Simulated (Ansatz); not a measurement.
`[SiH3][O][SnH3]` + H₂S → `[SH][SnH3]` + silanol  (ligand exchange at the Sn–O bond)

Program: Ansatz. Geometries: PBE0-D4/def2-TZVP. ΔE: electronic, gas phase. CBS: MP2 limit from def2 TZ/QZ plus the TZ coupled-cluster correction, frozen cores. This one scheme is used for every species. Functionals use def2-TZVPP. def2 core potentials past Kr. For Sn outer-core shells are correlated without core-valence functions, which leaves a few kJ/mol of doubt a bond.

| level | ΔE (kJ/mol) |
| --- | --- |
| BHLYP-D4 | -21.9 |
| PBE | -33.8 |
| revPBE | -33.8 |
| PBE0 | -34.7 |
| HF/def2-SVP | -20.4 |
| CCSD/def2-SVP | -14.1 |
| HF/def2-TZVPP | -19.7 |
| CCSD(T)/def2-TZVPP | -21.0 |

(1) What does CCSD(T)/CBS give? (Best estimate.)

(2) What do rigid-rotor, harmonic-oscillator terms from PBE0-D4/def2-TZVP frequencies (298.15 K, 1 bar) make of the CCSD(T)/CBS value? (An estimate is asked.)

Largest T1 diagnostic among the species: 0.013.

## Answers

(1) The calculation gave: -22.7 kJ/mol. The listed levels differ from it by 0.8, -11.1, -11.1, -12.0, 2.3, 8.6, 3.0, 1.7 kJ/mol.

(2) The calculation gave: ΔZPE = +8.3 kJ/mol, ΔH = -16.7 kJ/mol, ΔS = -13 J/(mol·K), ΔG = -12.8 kJ/mol. Modes under 50 cm⁻¹ make the entropy rough.

At CCSD(T), def2-SVP lies +8.7 kJ/mol from the extrapolated value and def2-TZVPP +1.7 kJ/mol. Leaving LDA and LC-ωPBE aside and taking each functional with its dispersion term where it has one, the values, not all of them listed here, spread over 14.2 kJ/mol, from HSE06-D4 to CAM-B3LYP-D4.
